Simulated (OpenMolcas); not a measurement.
# OpenMolcas run: Sb²⁺

Input:

```
&GATEWAY
Coord
1

Sb 0.0 0.0 0.0
Basis=ANO-RCC-VDZP
Group=XYZ
NoMove
AngMom=0.0 0.0 0.0
AMFI
&SEWARD
* reference wave functions (RASSCF and RASSI steps not shown): 1 electron in 3 orbitals (5p)
>>> COPY JOB001 $Project.JobIph
&CASPT2
Multistate=3 1 2 3
Frozen=9 9
IPEA=0.3
MaxIter=60
WThr=0.0 0.3 0.05
PrWF=0.5
NoMix
```

Launched by
```bash
OMP_NUM_THREADS=1 MOLCAS_MEM=2252 MOLCAS_PROJECT=a pymolcas a.inp > a.log  # once for each step of the input, in one work folder
```

Output, cut to the results:

```
--- CASPT2 ---
Orbital specifications:
      -----------------------

      Symmetry species                           1   2
                                                ag  au
      Frozen orbitals                            9   9
      Inactive orbitals                          6   0
      Active orbitals                            0   3
      Secondary orbitals                         6  10
      Deleted orbitals                           0   0
      Number of basis functions                 21  22
Type of calculation                        MS-CASPT2
      Fock operator                              state-specific
      IPEA shift                                 0.30
      Real shift                                 0.00
      Imaginary shift                            0.00
      The input orbitals will be transformed to quasi-canonical
Reference energy:       -6475.5880575198
      E2 (Non-variational):      -0.3489421584
      E2 (Variational):          -0.3489421444
      Total energy:           -6475.9369996642
      Residual norm:              0.0000002748
      Reference weight:           0.93535
      Contributions to the CASPT2 correlation energy
      Active & Virtual Only:          0.0000000000
      One Inactive Excited:          -0.0278698857
      Two Inactive Excited:          -0.3210722727
Reference energy:       -6475.5880575198
      E2 (Non-variational):      -0.3489421584
      E2 (Variational):          -0.3489421444
      Total energy:           -6475.9369996642
      Residual norm:              0.0000002748
      Reference weight:           0.93535
      Contributions to the CASPT2 correlation energy
      Active & Virtual Only:          0.0000000000
      One Inactive Excited:          -0.0278698857
      Two Inactive Excited:          -0.3210722727
::    CASPT2 Root  1     Total energy:  -6475.93699966
::    CASPT2 Root  2     Total energy:  -6475.93699966
::    CASPT2 Root  3     Total energy:  -6475.93699966
::    MS-CASPT2 Root  1     Total energy:  -6475.93699966
::    MS-CASPT2 Root  2     Total energy:  -6475.93699966
::    MS-CASPT2 Root  3     Total energy:  -6475.93699966
```

Levels above the lowest, from the spin-orbit matrix with the single-state CASPT2 energies, averaged by term, on its diagonal:

```tsv
Configuration	Term	J	E (eV)	Measured (eV)	Term weight %
5s2 5p	2P*	1/2	0.0000	0.0000	100
5s2 5p	2P*	3/2	0.784	0.8153	100
```

Against the measured value (Moore, Atomic Energy Levels, vol. III, NSRDS-NBS 35 (1971 reprint of NBS Circular 467, 1958)): 5s2 5p 2P* 3/2: computed 0.784, measured 0.8153 eV (-3.8 %).

With one active electron, CASPT2 adds the correlation within the correlated inactive shells and between them and that electron, and leaves the splitting within a term as the reference gives it. Measured partners are found by configuration, term and J. A level has none where our copy of the source lacks it or the pairing is in doubt (some pairs that miss far off the trend of their configuration count as doubtful), and it then counts in no deviation. Only configurations of the active space appear.

The CASPT2 steps took 0.47 s on 1 thread of Arm Neoverse V1, on a shared host; the integral step is not counted.

The term weight is that of the spin-free term in the level, not the purity of its configuration. * marks odd parity.
